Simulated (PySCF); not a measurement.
From one molecule to another.

First species: C5H12SSi2.
Geometry (GFN2-xTB, Å), atoms numbered from 1 in this order:
```
atom  x, y, z in Å
C1    -1.1601   -2.4958    0.7865
C2    -1.7345   -1.3092    0.9196
Si3   -1.2825    0.1858   -0.1028
S4     0.3112   -0.1172   -1.5139
Si5    2.0634    0.0001   -0.2609
C6     3.5353   -0.2188   -1.4243
C7    -2.5429    1.5212   -0.5180
C8    -1.5436    1.9241    0.5804
H9    -0.3839   -2.6673    0.0580
H10   -1.4412   -3.3451    1.3891
H11   -2.5168   -1.1780    1.6547
H12    2.0650    1.3044    0.3963
H13    1.9712   -1.0694    0.7312
H14    3.5991    0.6022   -2.1330
H15    3.4526   -1.1380   -1.9976
H16    4.4664   -0.2532   -0.8671
H17   -3.5691    1.4105   -0.2011
H18   -2.4679    2.0663   -1.4468
H19   -1.9645    2.0662    1.5650
H20   -0.8625    2.7219    0.3206
```

Second species: C₈H₁₀Si.
SMILES: `CC#CC1=C[Si@@H](C)C=C1`

Levels: PBE0/pcSseg-1 for dipole moment, HOMO energy, LUMO energy and HOMO–LUMO gap; GFN2-xTB for rotational constant A and rotational constant C. Geometries: GFN2-xTB. All species are isolated and taken at one optimised geometry, non-relativistic unless stated; the electronic structure was computed with PySCF and density fitting.

The conformers computed, where there is a choice (atom-mapped SMILES and torsion angles):
- `[CH2:1]=[CH:2][Si:3]1([S:4][SiH2:5][CH3:6])[CH2:7][CH2:8]1`: C1–C2–Si3–S4 -2°, C2–Si3–S4–Si5 -79°, Si3–S4–Si5–C6 -179°

```csv
property,column X,column Y
dipole moment,1.60 D,0.78 D
HOMO energy,-6.55 eV,-6.30 eV
LUMO energy,-0.63 eV,-1.62 eV
HOMO–LUMO gap,5.92 eV,4.68 eV
rotational constant A,1.715 GHz,4.138 GHz
rotational constant C,0.611 GHz,0.557 GHz
```

Problem. Which column belongs to which species?

Solution. Column X is the first species and column Y the second. The first has 20 atoms and 86 electrons, the second 19 and 72.

Problem. How does each property change from the first species to the second?

Solution. dipole moment -0.82 D; HOMO energy +0.25 eV; LUMO energy -0.99 eV; HOMO–LUMO gap -1.24 eV; rotational constant A +2.423 GHz; rotational constant C -0.054 GHz.

On the first: The dipole equals about 5.3 × 10⁻³⁰ C·m (1 D = 3.33564 × 10⁻³⁰ C·m). A dipole of 1.60 D is allowed in C1, and pure rotational transitions are dipole-allowed.

On the second: In atomic units the dipole is 0.31 e·bohr (1 au = 2.5417 D). A dipole of 0.78 D is allowed in C1, and pure rotational transitions are dipole-allowed. GFN2-xTB frequencies show an imaginary mode (21i cm⁻¹), so this geometry is no minimum at that level.
